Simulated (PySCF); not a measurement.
GeOF2, SMILES [F][Ge]([F])=[O].

Coordinates come from a B3LYP-D3(BJ)/def2-SVP optimisation.

Two levels are set side by side: TDDFT-PBE/def2-SVPD (PySCF) and TDDFT-LC-ωPBE/def2-SVPD (PySCF). Vertical, same geometry. The lowest singlet is HOMO→LUMO 100 % with PBE and HOMO→LUMO 95 % with the other functional; states are paired by order. Differences are taken from unrounded values.

```json
[
 {"quantity": "lowest singlet excitation (eV)", "TDDFT-LC-ωPBE": "4.83", "TDDFT-PBE": "3.88", "TDDFT-PBE minus TDDFT-LC-ωPBE": "-0.95"},
 {"quantity": "lowest triplet excitation (TDA) (eV)", "TDDFT-LC-ωPBE": "4.15", "TDDFT-PBE": "3.32", "TDDFT-PBE minus TDDFT-LC-ωPBE": "-0.83"},
 {"quantity": "first bright state (f over 0.05) (eV)", "TDDFT-LC-ωPBE": "8.17", "TDDFT-PBE": "7.11", "TDDFT-PBE minus TDDFT-LC-ωPBE": "-1.06"},
 {"quantity": "its oscillator strength", "TDDFT-LC-ωPBE": "0.23", "TDDFT-PBE": "0.11", "TDDFT-PBE minus TDDFT-LC-ωPBE": "-0.12"}
]
```

A lower first singlet is the usual sign of a functional without exact exchange. Differences between two approximate levels are no errors against the true value.

Rough cost on one machine, each run with all the roots and properties that it gave: TDDFT-LC-ωPBE against TDDFT-PBE about 4 times.
